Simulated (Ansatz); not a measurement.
An input meant for Si₂O₄ (charge 0, triplet; scaled by 1.12).

```yaml
crystal:
  periodic: [false, false, false]
  atoms:
    - {symbol: Si, position_ang: [0.125400, -1.156562, 0.263104]}
    - {symbol: Si, position_ang: [-0.149974, 1.235119, -0.055746]}
    - {symbol: O, position_ang: [-0.596090, -0.273157, -1.342893]}
    - {symbol: O, position_ang: [0.698595, 0.254631, 1.058303]}
    - {symbol: O, position_ang: [-0.264559, 3.151710, -0.285111]}
    - {symbol: O, position_ang: [0.249422, -3.136809, 0.561146]}
basis:
  gaussian: {orbitals: cc-pVTZ-DK}
magnetization: {spin_polarized: true, initial_magnetization: 2}
hamiltonian: {xc: {name: B3LYP5}}
scf: {omitted_lower_state_checks: [starts]}
relax: {f_tol: 0.001, max_steps: 2}
output: {forces: true}
```

```sh
$ ansatz run in.yaml --threads 2 --pin off --events-out ev --progress --plain --max-ram 4352MiB
```

Shortened log:

```
Functional definition: B3LYP5
1238 factors; their error is unknown
mean field evaluation 1: about -23955.2695 eV, gradient 7.3e1 eV
mean field evaluation 2: about -23685.0028 eV, gradient 1.8e2 eV
mean field evaluation 4: about -23970.9400 eV, gradient 3.0e1 eV
mean field evaluation 8: about -23975.7807 eV, gradient 7.4e0 eV
mean field evaluation 16: about -23976.0663 eV, gradient 6.6e-2 eV
mean field evaluation 32: about -23976.0667 eV, gradient 1.4e-3 eV
mean field -23976.06665440 eV, -881.1041979876 hartree, gradient 1.0e-6 eV, S^2 2.019790; 0 other end points of the search recorded, 0 dependent functions left out
reference -23976.06688570 eV, -881.1042064878 hartree; 31, 29 occupied and 157, 159 virtual orbitals, 1238 factors
relax step   1: F+E_penalty+E_count = -23976.06665440 eV  Δ(F+E_penalty+E_count) = +0.000e0 eV  max|allowed force component| = 7.365e0 eV/Å  Δτ_max = 0.0000 Å  (155 SCF iters, accepted)
1238 factors; their error is unknown
mean field -23979.23833095 eV, -881.2207549508 hartree, gradient 2.3e-7 eV, S^2 2.009858; 0 other end points of the search recorded, 0 dependent functions left out
reference -23979.23856189 eV, -881.2207634378 hartree; 31, 29 occupied and 157, 159 virtual orbitals, 1238 factors
relax step   2: F+E_penalty+E_count = -23979.23833095 eV  Δ(F+E_penalty+E_count) = -3.172e0 eV  max|allowed force component| = 6.130e0 eV/Å  Δτ_max = 0.1916 Å  (121 SCF iters, accepted)
Error: geometry relaxation did not converge after 2 steps: max|allowed force component| = 6.13e0 eV/Å (threshold 1.0e-3). Raise `relax.max_steps` over both its present limit and 2, loosen `relax.f_tol`, or start from a geometry closer to equilibrium. Where this run's directory can be resumed (`checkpoint.write`), a resume goes on for up to `relax.max_steps` more
```

In this input the relaxation is allowed too few steps for its threshold. The SCF steps converged, but the relaxation ran out of steps.
